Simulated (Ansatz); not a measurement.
Born–Oppenheimer molecular dynamics of AlH$_{8}$NOSi$_{2}$ (13 atoms, charge 0, multiplicity 1). It starts from a relaxed structure.

These are results of RHF/6-31G (Ansatz 0.2.0), not measurements.

```yaml
ensemble: NVT, Langevin thermostat
time_step: 0.5 fs
steps_asked: 250
set_temperature: 100 K
friction: 0.001 /fs
seed: 426009
```

Frames 10 fs apart, positions in Å, forces in eV/Å.

Velocities at 5 fs (Å/ps):

```
N 1.81 -1.90 -1.30
Al 0.53 -1.34 1.86
O 2.98 3.27 -0.04
Si -0.58 0.77 -0.94
Si -2.40 0.03 -0.78
H 4.74 -4.58 -7.22
H -17.84 -1.65 9.74
H 8.16 0.24 3.62
H 7.54 -10.09 4.57
H 1.03 10.41 -2.05
H -3.70 0.11 12.73
H -1.82 4.65 -3.51
H -10.26 -5.37 -6.26
```

```xyz
13
Properties=species:S:1:pos:R:3:forces:R:3 time_fs=5 energy_less_start_eV=0.047 T=65
N -0.917 -0.175 2.818 -0.64 -0.02 0.84
Al -0.126 -1.384 1.795 0.47 0.03 -0.75
O 0.315 -0.943 0.192 -0.33 -0.28 0.94
Si 0.740 -0.613 -1.387 0.18 0.13 -0.08
Si 0.070 1.591 -1.960 -0.16 -0.22 0.09
H -1.135 0.742 2.497 -0.03 0.17 0.09
H -1.286 -0.335 3.751 0.43 0.15 -0.83
H 0.211 -2.812 2.382 -0.01 -0.13 0.00
H 0.137 -1.641 -2.287 -0.06 0.06 -0.09
H 2.222 -0.690 -1.538 0.10 -0.06 -0.03
H -1.394 1.761 -1.750 -0.16 -0.01 -0.13
H 0.719 2.612 -1.103 0.23 0.08 0.09
H 0.419 1.849 -3.383 -0.02 0.10 -0.15
13
Properties=species:S:1:pos:R:3:forces:R:3 time_fs=15 energy_less_start_eV=0.073 T=49
N -0.915 -0.187 2.812 -0.98 -0.02 1.29
Al -0.111 -1.397 1.799 0.52 -0.10 -0.41
O 0.332 -0.922 0.216 -0.06 -0.17 -0.12
Si 0.741 -0.605 -1.395 0.23 0.07 0.57
Si 0.043 1.591 -1.967 -0.24 -0.16 -0.05
H -1.096 0.738 2.485 -0.03 0.09 0.11
H -1.345 -0.341 3.732 0.74 0.20 -1.27
H 0.264 -2.831 2.386 -0.09 0.04 -0.08
H 0.181 -1.677 -2.271 -0.11 0.10 -0.06
H 2.229 -0.625 -1.570 -0.02 -0.11 0.05
H -1.419 1.756 -1.706 -0.02 0.04 -0.02
H 0.774 2.620 -1.168 0.05 -0.05 -0.03
H 0.285 1.822 -3.424 0.04 0.07 0.01
13
Properties=species:S:1:pos:R:3:forces:R:3 time_fs=25 energy_less_start_eV=0.054 T=57
N -0.934 -0.186 2.807 -0.01 -0.31 0.56
Al -0.084 -1.409 1.791 -0.29 0.49 0.34
O 0.345 -0.913 0.234 0.28 -0.01 -0.94
Si 0.749 -0.594 -1.384 -0.07 0.02 0.48
Si 0.008 1.587 -1.974 -0.02 0.10 -0.24
H -1.065 0.774 2.557 -0.02 -0.25 -0.01
H -1.299 -0.373 3.732 0.26 0.14 -0.66
H 0.238 -2.865 2.340 -0.04 0.01 0.01
H 0.135 -1.618 -2.284 -0.01 -0.01 0.06
H 2.238 -0.653 -1.575 -0.12 -0.04 0.07
H -1.456 1.782 -1.676 0.27 0.03 0.10
H 0.869 2.587 -1.253 -0.26 -0.03 -0.01
H 0.175 1.849 -3.452 0.04 -0.13 0.23
13
Properties=species:S:1:pos:R:3:forces:R:3 time_fs=35 energy_less_start_eV=0.067 T=52
N -0.939 -0.206 2.805 0.57 0.32 -0.65
Al -0.067 -1.407 1.791 -0.31 0.54 -0.47
O 0.373 -0.908 0.215 -0.20 -0.33 1.16
Si 0.755 -0.582 -1.361 -0.21 0.06 -0.74
Si -0.025 1.581 -1.985 0.45 0.02 0.37
H -1.073 0.764 2.573 0.00 -0.50 -0.01
H -1.251 -0.396 3.718 -0.31 -0.13 0.66
H 0.174 -2.893 2.282 0.05 -0.02 0.09
H 0.070 -1.575 -2.250 0.09 -0.05 -0.02
H 2.227 -0.724 -1.545 0.10 0.09 -0.11
H -1.419 1.836 -1.551 -0.23 -0.10 -0.03
H 0.823 2.606 -1.307 0.04 0.10 0.00
H 0.103 1.794 -3.446 -0.04 -0.01 -0.25
13
Properties=species:S:1:pos:R:3:forces:R:3 time_fs=45 energy_less_start_eV=0.060 T=59
N -0.924 -0.237 2.810 0.24 0.73 -1.08
Al -0.062 -1.390 1.782 -0.14 -0.64 0.31
O 0.392 -0.914 0.243 0.19 0.24 -0.58
Si 0.756 -0.570 -1.355 -0.07 -0.09 -0.07
Si -0.045 1.578 -1.988 0.18 -0.02 0.22
H -1.153 0.692 2.520 0.06 -0.14 0.09
H -1.259 -0.419 3.704 -0.45 -0.28 1.28
H 0.151 -2.898 2.267 0.07 0.13 0.04
H 0.090 -1.578 -2.235 -0.04 -0.04 -0.04
H 2.225 -0.708 -1.577 0.06 0.10 0.00
H -1.425 1.787 -1.478 -0.21 -0.07 -0.06
H 0.770 2.679 -1.397 0.13 0.02 -0.06
H -0.026 1.690 -3.476 -0.02 0.05 -0.04
13
Properties=species:S:1:pos:R:3:forces:R:3 time_fs=55 energy_less_start_eV=0.075 T=53
N -0.921 -0.245 2.828 -0.02 -0.31 -0.33
Al -0.058 -1.388 1.781 0.06 -0.27 0.41
O 0.424 -0.903 0.249 0.06 0.15 -0.56
Si 0.754 -0.562 -1.357 0.42 0.08 -0.15
Si -0.061 1.575 -1.985 -0.46 -0.07 -0.25
H -1.237 0.637 2.525 -0.10 0.66 -0.09
H -1.264 -0.458 3.728 -0.10 -0.11 0.54
H 0.209 -2.857 2.302 0.07 -0.12 0.04
H 0.099 -1.595 -2.222 0.01 0.05 0.02
H 2.237 -0.606 -1.624 -0.20 -0.09 0.11
H -1.481 1.671 -1.466 0.36 0.20 -0.04
H 0.782 2.741 -1.549 -0.18 -0.20 0.05
H -0.165 1.610 -3.493 0.09 0.03 0.25
13
Properties=species:S:1:pos:R:3:forces:R:3 time_fs=65 energy_less_start_eV=0.075 T=51
N -0.942 -0.243 2.846 0.16 -1.28 0.77
Al -0.053 -1.395 1.792 0.25 0.45 -0.17
O 0.458 -0.888 0.235 -0.52 -0.38 1.06
Si 0.759 -0.553 -1.361 0.25 0.14 -0.43
Si -0.085 1.565 -1.986 -0.28 -0.16 -0.11
H -1.249 0.655 2.608 -0.23 0.87 -0.29
H -1.202 -0.472 3.797 0.18 0.14 -0.69
H 0.312 -2.841 2.353 -0.06 0.06 -0.05
H 0.098 -1.597 -2.209 0.04 0.06 -0.04
H 2.226 -0.584 -1.615 0.11 -0.09 -0.06
H -1.458 1.718 -1.415 -0.01 0.11 0.05
H 0.751 2.740 -1.629 0.09 0.03 0.15
H -0.231 1.555 -3.467 0.00 0.05 -0.19
13
Properties=species:S:1:pos:R:3:forces:R:3 time_fs=75 energy_less_start_eV=0.087 T=46
N -0.955 -0.256 2.858 0.24 -0.72 0.83
Al -0.040 -1.389 1.799 0.07 0.37 0.38
O 0.464 -0.887 0.262 -0.07 0.09 -0.87
Si 0.776 -0.542 -1.374 -0.14 -0.37 0.75
Si -0.119 1.552 -1.990 0.27 0.21 0.10
H -1.217 0.677 2.646 -0.13 0.17 -0.07
H -1.155 -0.487 3.830 0.06 0.26 -0.96
H 0.389 -2.801 2.389 -0.09 -0.03 -0.03
H 0.118 -1.571 -2.236 -0.04 -0.06 0.02
H 2.241 -0.638 -1.637 0.05 0.11 0.01
H -1.410 1.838 -1.326 -0.33 -0.14 0.02
H 0.763 2.689 -1.604 0.18 0.03 -0.06
H -0.284 1.548 -3.469 -0.07 0.08 -0.13
13
Properties=species:S:1:pos:R:3:forces:R:3 time_fs=85 energy_less_start_eV=0.076 T=53
N -0.950 -0.287 2.860 -0.47 1.01 0.33
Al -0.022 -1.372 1.816 0.48 -0.11 -0.46
O 0.467 -0.883 0.252 -0.13 0.00 0.00
Si 0.789 -0.542 -1.368 -0.22 -0.22 0.14
Si -0.150 1.546 -1.990 0.20 0.30 -0.11
H -1.239 0.650 2.608 0.17 -0.71 0.20
H -1.217 -0.496 3.805 0.08 0.03 -0.39
H 0.400 -2.786 2.389 0.00 -0.11 -0.01
H 0.120 -1.566 -2.224 0.04 -0.16 -0.01
H 2.262 -0.608 -1.658 -0.17 0.10 0.11
H -1.457 1.825 -1.291 0.25 -0.08 -0.11
H 0.852 2.617 -1.641 -0.27 0.01 -0.06
H -0.384 1.599 -3.487 0.06 -0.04 0.35
13
Properties=species:S:1:pos:R:3:forces:R:3 time_fs=95 energy_less_start_eV=0.074 T=59
N -0.952 -0.300 2.865 -0.46 1.28 -0.87
Al 0.011 -1.362 1.824 0.39 -0.32 -0.56
O 0.465 -0.880 0.244 -0.25 -0.11 0.83
Si 0.790 -0.549 -1.357 -0.34 0.06 -0.42
Si -0.174 1.544 -1.990 0.10 -0.14 0.06
H -1.302 0.613 2.571 0.40 -0.97 0.48
H -1.295 -0.554 3.755 -0.14 -0.04 0.49
H 0.406 -2.816 2.359 0.01 0.12 -0.03
H 0.200 -1.646 -2.196 0.12 0.07 0.00
H 2.254 -0.485 -1.593 0.18 -0.06 -0.03
H -1.457 1.782 -1.265 0.03 0.06 0.10
H 0.813 2.625 -1.700 -0.07 0.14 0.11
H -0.481 1.624 -3.444 0.03 -0.11 -0.15
13
Properties=species:S:1:pos:R:3:forces:R:3 time_fs=105 energy_less_start_eV=0.094 T=49
N -0.971 -0.302 2.867 0.14 0.28 -0.85
Al 0.053 -1.358 1.817 -0.66 0.16 0.86
O 0.454 -0.881 0.267 0.16 0.29 -1.09
Si 0.784 -0.553 -1.355 0.33 0.18 0.41
Si -0.191 1.537 -1.985 -0.24 -0.27 0.20
H -1.345 0.603 2.634 0.33 -0.42 -0.01
H -1.321 -0.596 3.741 -0.11 -0.21 0.58
H 0.445 -2.802 2.329 0.09 -0.07 0.13
H 0.347 -1.710 -2.201 -0.10 0.15 0.01
H 2.267 -0.404 -1.518 -0.03 -0.10 -0.04
H -1.434 1.762 -1.198 -0.19 -0.05 0.02
H 0.677 2.701 -1.697 0.32 0.08 0.02
H -0.540 1.557 -3.426 -0.02 -0.01 -0.23
13
Properties=species:S:1:pos:R:3:forces:R:3 time_fs=115 energy_less_start_eV=0.077 T=58
N -0.976 -0.318 2.856 0.56 -0.77 0.01
Al 0.077 -1.349 1.834 -0.29 -0.05 0.02
O 0.448 -0.869 0.250 -0.19 -0.23 0.53
Si 0.789 -0.549 -1.343 0.75 0.59 -0.38
Si -0.214 1.523 -1.979 -0.22 0.04 0.01
H -1.295 0.588 2.642 -0.26 0.56 -0.15
H -1.280 -0.618 3.756 -0.08 0.08 0.09
H 0.542 -2.775 2.392 0.01 0.18 -0.02
H 0.381 -1.669 -2.231 -0.20 -0.09 -0.04
H 2.283 -0.400 -1.491 -0.17 -0.07 -0.04
H -1.478 1.694 -1.172 0.15 0.02 -0.20
H 0.669 2.724 -1.704 -0.17 -0.36 -0.11
H -0.577 1.487 -3.446 0.09 0.11 0.28
```

Of the whole run (125 fs, mean temperature of the second half 54 K): The mean temperature of the second half is 46 % below the set value. A run of 0.12 ps of so small a system gives no equilibrium averages. Limits of this set-up: no polarisation functions.

The run took 5.5 min on 1 thread of Intel(R) Xeon(R) 6975P-C (Granite Rapids), with other jobs on the host, peak memory 0.16 GiB.
